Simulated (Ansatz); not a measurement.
Relaxation of Cl₂Ge₂H₆O (11 atoms, charge 0, multiplicity 1), to a largest force component of 0.03 eV/Å in at most 50 steps.

Method: Ansatz 0.2.0, RHF/def2-SVP.

```xyz
11
Properties=species:S:1:pos:R:3:forces:R:3
Ge 0.310 -0.090 0.139 0.30 -0.06 -0.48
Ge 0.090 -0.006 2.541 0.34 0.11 0.52
H -0.861 -1.115 2.997 0.01 0.00 0.01
H 1.474 -0.306 3.147 -0.01 0.00 -0.01
H -0.370 1.371 2.998 -0.01 0.00 0.01
H 1.721 -0.311 -0.406 0.01 0.01 0.00
Cl -0.387 1.698 -0.870 0.00 -0.01 0.00
Cl -0.825 -1.780 -0.662 -0.01 0.02 0.00
O -2.432 0.295 1.240 -0.30 -1.21 0.53
H -2.852 0.233 0.393 0.02 0.02 0.08
H -2.443 -0.601 1.607 -0.36 1.12 -0.66
```

Where does it end, and by what steps?

It converged. After 16 steps the energy has fallen by 0.263 eV; H11 moved furthest, 0.89 Å.

| step | energy less start (eV) | largest force component (eV/Å) | accepted |
| --- | --- | --- | --- |
| 0 | 0.0000 | 1.207 | yes |
| 1 | -0.1282 | 0.548 | yes |
| 2 | -0.1665 | 0.391 | yes |
| 3 | -0.1703 | 1.407 | yes |
| 4 | -0.2181 | 0.471 | yes |
| 5 | -0.2005 | 0.228 | no |
| 6 | -0.2345 | 0.239 | yes |
| 7 | -0.2464 | 0.132 | yes |
| 8 | -0.2538 | 0.084 | yes |
| 9 | -0.2558 | 0.056 | yes |
| 10 | -0.2121 | 1.695 | no |
| 11 | -0.2589 | 0.096 | yes |
| 12 | -0.2453 | 0.940 | no |
| 13 | -0.2619 | 0.036 | yes |
| 14 | -0.2621 | 0.082 | yes |
| 15 | -0.2622 | 0.136 | yes |
| 16 | -0.2628 | 0.002 | yes |

```xyz
11
Properties=species:S:1:pos:R:3
Ge 0.380 -0.197 0.159
Ge 0.212 -0.014 2.603
H -0.580 -1.198 3.144
H 1.655 -0.078 3.135
H -0.402 1.333 2.966
H 1.773 -0.334 -0.451
Cl -0.491 1.545 -0.823
Cl -0.727 -1.926 -0.579
O -2.695 0.101 1.357
H -2.796 0.827 0.758
H -2.906 -0.671 0.852
```

Whether the end is a true minimum wasn't checked by a vibrational analysis.

Run time: 41 s on 4 threads of Arm Neoverse V1, with other jobs on the host, peak memory 0.44 GiB.
